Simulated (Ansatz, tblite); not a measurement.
Removing and adding an electron: K5H5 (the lowest singlet isomer of a short search). Charge 0, multiplicity 1. Geometry: PBE-D4/def2-SVP. Ansatz, gas phase; energy differences of separate SCF runs; the oxidised species was run as a doublet alone; the reduced species was run as a doublet alone.

```xyz
10

K    -1.2353    1.8273   -0.9227
K     2.4721    1.7941   -0.3434
K    -2.7457   -2.3388    0.2611
K     1.0722   -1.7347   -1.0834
K     0.0805    0.6438    2.3125
H    -2.0639    0.0106    0.8535
H     2.0708   -0.4063    1.0210
H     0.4089    2.8036    0.8691
H     0.8194    0.7440   -2.0790
H    -0.8790   -3.3436   -0.8887
```

The xTB rows come from tblite. HOMO above LUMO, or a gap near zero within one spin, warns that the state may not be the lowest or that an electron is smeared out. The structure comes from a short search, and lower isomers may exist.

| level | −HOMO (eV) | vertical IE (eV) | −LUMO (eV) | vertical EA (eV) | HOMO–LUMO gap (eV) | IE − EA (eV) | remarks |
| --- | --- | --- | --- | --- | --- | --- | --- |
| GFN1-xTB | 12.92 | 14.32 | 8.16 | 7.34 | 4.76 | 6.98 | – |
| GFN2-xTB | 8.87 | 10.76 | 6.51 | 4.82 | 2.36 | 5.95 | – |
| PBE-D4/def2-TZVPD | 3.41 | – | 0.93 | 0.34 | 2.48 | – | HOMO above zero (-1 doublet), gap within one spin near zero (-1 doublet) |
| r2SCAN-D4/def2-TZVPD | 3.51 | – | 0.32 | 0.10 | 3.19 | – | HOMO above zero (-1 doublet), gap within one spin near zero (-1 doublet) |
| PBE0-D4/def2-TZVP | 4.40 | 5.93 | 0.46 | – | 3.94 | – | – |
| PBE0-D4/def2-TZVPD | 4.39 | – | 0.49 | 0.21 | 3.90 | – | HOMO above zero (-1 doublet) |

Run but left out: PBE-D4/def2-TZVP, r2SCAN-D4/def2-TZVP (charge +1 doublet: an occupied level 0.07 to 0.10 eV above an empty one).   A HOMO above zero means that the electron is unbound at that level or that self-interaction error raises the level; the energy of removing that electron tells which. Raw xTB energy differences between charge states are shifted by several eV; the methods need an empirical correction for them.
